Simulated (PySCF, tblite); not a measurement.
Compound: C₄H₁₃FN₂Si₂.
Structure used (GFN2-xTB), in Å, numbered top down from 1:
```xyz
22
C4H13FN2Si2 angstrom
C      1.042    0.758    2.364
C      1.008    0.287    1.122
N     -0.066    0.228    0.258
C     -1.330    0.786    0.693
C     -2.132   -0.211    1.526
Si     0.131   -0.505   -1.302
N      0.776   -2.072   -1.025
F     -1.409   -0.608   -1.833
Si     1.370    0.661   -2.840
H      0.190    1.165    2.876
H      1.964    0.747    2.915
H      1.909   -0.119    0.683
H     -1.137    1.697    1.268
H     -1.908    1.063   -0.189
H     -3.050    0.249    1.883
H     -1.549   -0.548    2.379
H     -2.386   -1.073    0.915
H      0.446   -2.639   -0.260
H      1.101   -2.645   -1.783
H      1.450   -0.058   -4.118
H      0.819    1.987   -3.143
H      2.750    0.868   -2.389
```

Jobs on this species (22 atoms, 88 electrons) with PySCF (density fitting) and tblite. Hardware of each: one thread of an Arm Neoverse N1, shared host. The host was shared with other jobs, so the times are rough.

| level and settings | work | basis functions | SCF cycles | wall time |
| --- | --- | --- | --- | --- |
| GFN2-xTB | L-BFGS relaxation | – | – | ? |
| PBE0/pcSseg-1 | shieldings, charges and field gradients | 232 | 14 | 91 s |
| GFN2-xTB | Hessian by finite differences | – | – | 2.0 s |

Problem. Fill in the missing figures.

Solution. 
- GFN2-xTB; L-BFGS relaxation: 1.4 s

Problem. What do all jobs in the table cost together?

Solution. About 94 s; the longest takes about 96 % of that, and about 65 times as long as the shortest.
